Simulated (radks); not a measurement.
Species: Re XLII. Configuration: [Ar] 3d10 4s2 4p4. All-electron calculation, Dirac Kohn-Sham, PBE, spin-unpolarised, spherical densities, point nucleus; open shells are shared between the two j in proportion to 2j + 1. Program: a radial shooting solver on a logarithmic mesh with Libxc functionals.

Normalised radial functions P(r) = r R(r) (large component), r in bohr:

```
   r/bohr * 3d3/2, o 4p3/2 (the largest magnitude, 2.47, reaches the edge; | marks zero, & curves that meet)
0.0007532                             &
0.0008493                             &
0.0009576                             &
  0.00108                             &
 0.001217                             &
 0.001373                             &
 0.001547                             &
 0.001745                             &
 0.001967                             &
 0.002218                             &
 0.002501                             &
  0.00282                             &
 0.003179                             &
 0.003585                             &
 0.004042                             *o
 0.004557                             *o
 0.005138                             *o
 0.005793                             *o
 0.006531                             *o
 0.007364                             *o
 0.008303                             * o
 0.009362                             * o
  0.01056                             * o
   0.0119                             *  o
  0.01342                             |* o
  0.01513                             |*  o
  0.01706                             |*   o
  0.01923                             |*    o
  0.02169                             | *   o
  0.02445                             | *    o
  0.02757                             |  *    o
  0.03108                             |   *   o
  0.03505                             |    *   o
  0.03951                             |     *  o
  0.04455                             |       *o
  0.05023                             |       o*
  0.05664                             |      o    *
  0.06386                             |    o        *
    0.072                             |  o            *
  0.08118                             o                  *
  0.09153                         o   |                     *
   0.1032                      o      |                       *
   0.1164                   o         |                         *
   0.1312                 o           |                          *
   0.1479                o            |                          *
   0.1668                 o           |                         *
    0.188                    o        |                       *
    0.212                         o   |                     *
    0.239                             |o                *
   0.2695                             |       o      *
   0.3039                             |          *  o
   0.3426                             |       *         o
   0.3863                             |    *              o
   0.4356                             |  *                o
   0.4911                             |*                o
   0.5537                             |*            o
   0.6243                             *         o
   0.7039                             *     o
   0.7936                             *  o
   0.8948                             *o
    1.009                             *o
    1.138                             &
    1.283                             &
```

3d3/2: eigenvalue -3769.9 eV, 0 radial nodes, <r> = 0.173 bohr, 90 % of the charge inside 0.267 bohr. 4p3/2: eigenvalue -2000.0 eV, 2 radial nodes at r = 0.0801, 0.232 bohr, <r> = 0.409 bohr, 90 % of the charge inside 0.583 bohr.
